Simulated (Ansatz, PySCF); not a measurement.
Al(H)(NH2)(NMe2) (C2H9AlN2), SMILES C[N](C)[AlH][NH2]. Atoms are numbered in the order given.

```xyz
14

Al     0.1432     0.0843    -1.0942
H      0.6446    -0.9013    -2.2227
N     -0.3424     1.7472    -1.5083
H     -0.3177     2.1164    -2.4558
H     -0.6788     2.4680    -0.8752
N      0.0706    -0.4926     0.6025
C      0.4579    -1.8382     0.9827
C     -0.3692     0.3058     1.7293
H      1.2944    -1.8375     1.7115
H     -0.3805    -2.3930     1.4518
H      0.7847    -2.4107     0.0999
H     -1.2486    -0.1424     2.2358
H      0.4258     0.4133     2.4957
H     -0.6551     1.3189     1.4050
```

Geometry: TPSSh-D3(BJ)/def2-SVP. The structure was generated by enumeration; whether it is a known compound was not checked. The values are those of a single conformer.

Two levels are set side by side: PBE-D3(BJ)/def2-SVP (Ansatz, a first-principles code) and TPSSh-D3(BJ)/def2-SVP (PySCF). Each level has its own optimised geometry; the coordinates shown are those of the second. Frequencies come from the Hessian of PySCF at each geometry. Differences are taken from unrounded values.

| quantity | TPSSh-D3(BJ) | PBE-D3(BJ) | PBE-D3(BJ) minus TPSSh-D3(BJ) |
|---|---|---|---|
| mean bond length (Å) | 1.287 | 1.294 | 0.007 |
| bond Al1–N3 (Å) | 1.781 | 1.787 | 0.006 |
| bond Al1–N6 (Å) | 1.794 | 1.803 | 0.009 |
| bond N6–C7 (Å) | 1.451 | 1.449 | -0.002 |
| bond N6–C8 (Å) | 1.449 | 1.447 | -0.002 |
| bond Al1–H2 (Å) | 1.580 | 1.592 | 0.012 |
| bond N3–H4 (Å) | 1.017 | 1.022 | 0.005 |
| bond N3–H5 (Å) | 1.017 | 1.022 | 0.005 |
| bond C7–H9 (Å) | 1.109 | 1.119 | 0.009 |
| bond C7–H10 (Å) | 1.109 | 1.119 | 0.009 |
| bond C7–H11 (Å) | 1.102 | 1.110 | 0.008 |
| bond C8–H12 (Å) | 1.109 | 1.119 | 0.009 |
| bond C8–H13 (Å) | 1.109 | 1.119 | 0.009 |
| bond C8–H14 (Å) | 1.102 | 1.110 | 0.008 |
| highest harmonic wavenumber (cm⁻¹) | 3643 | 3597 | -46 |
| mean harmonic wavenumber (cm⁻¹) | 1389 | 1350 | -39 |
| zero-point energy (kcal/mol) | 71.49 | 69.49 | -2.00 |

GGA bonds tend to be longer and softer than those of functionals with exact exchange. Differences between two approximate levels are no errors against the true value.
